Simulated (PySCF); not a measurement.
System: CH₄BS₂, charge 0, multiplicity 2. It need not be the lowest isomer of its formula. SMILES: [CH2]B(S)S
Geometry from a B3LYP-D3(BJ)/def2-TZVP (Ansatz) optimisation:
```xyz
8

C     -1.6157    -0.2397     0.9688
B     -0.3243    -0.0528     0.1974
S     -0.1751     1.4348    -0.8318
S      1.0501    -1.2346     0.2619
H     -2.4308     0.4742     0.9223
H     -1.8009    -1.0939     1.6101
H      1.0591     1.2305    -1.3235
H      0.4880    -2.1133     1.1090
```
Charge 0, spin multiplicity 2.

Dispersion corrections to the total energy (kcal/mol) from the dftd3 and dftd4 libraries through PySCF: D3(BJ) without and D4 with the three-body term, each with the damping fitted for the functional named.

| functional | D3(BJ) | D4 |
|---|---|---|
| r2SCAN | -1.27 | -1.05 |
| PBE0 | -4.11 | -3.82 |
| LC-wPBE | -4.62 | ? |
| B3LYP | -8.46 | -7.41 |
| BP86 | ? | -6.20 |
| B2GP-PLYP | -3.65 | -1.91 |
| PBE | ? | -4.53 |

Question: Some entries are withheld; supply them.

Answer: 
- LC-wPBE, D4: -5.09
- BP86, D3(BJ): -7.98
- PBE, D3(BJ): -4.60
